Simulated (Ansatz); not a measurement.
`[Se]=C[TeH]` + `BCl` → `ClB[TeH]` + `C=[Se]`  (formal exchange of groups at a Te–C bond)

Gas-phase electronic energies from Ansatz, PBE0-D4/def2-TZVP geometries. CCSD(T)/CBS is the MP2 limit (def2-TZVPP, def2-QZVPP) plus CCSD(T) − MP2 in def2-TZVPP, frozen cores. This one scheme is used for every species. Functionals use def2-TZVPP. Elements past krypton have def2 core potentials. For Se, Te outer-core shells are correlated without core-valence functions, which leaves a few kJ/mol of doubt a bond. Scalar relativity is left out up to krypton.

| level | ΔE (kJ/mol) |
| --- | --- |
| B97M-V | -63.4 |
| MP2/def2-QZVPP | -63.6 |
| MP2/CBS(def2) | -63.1 |
| CCSD/CBS(def2) | -71.2 |

What does CCSD(T)/CBS give? (An estimate is asked.)

Computed: -69.5 kJ/mol. The listed levels differ from it by 6.1, 5.9, 6.4, -1.7 kJ/mol.

Largest T1 diagnostic among the species: 0.015.

From BLYP to BHLYP (50 % exact exchange), in def2-TZVPP and without D4, ΔE moves by −12.3 kJ/mol. At CCSD(T), def2-SVP lies −13.2 kJ/mol from the extrapolated value and def2-TZVPP −2.1 kJ/mol. Leaving LDA and LC-ωPBE aside and taking each functional with its dispersion term where it has one, the values, not all of them listed here, spread over 17.5 kJ/mol, from ωB97M-V to BLYP-D4. LDA lies −3.9 kJ/mol from PBE without D4.
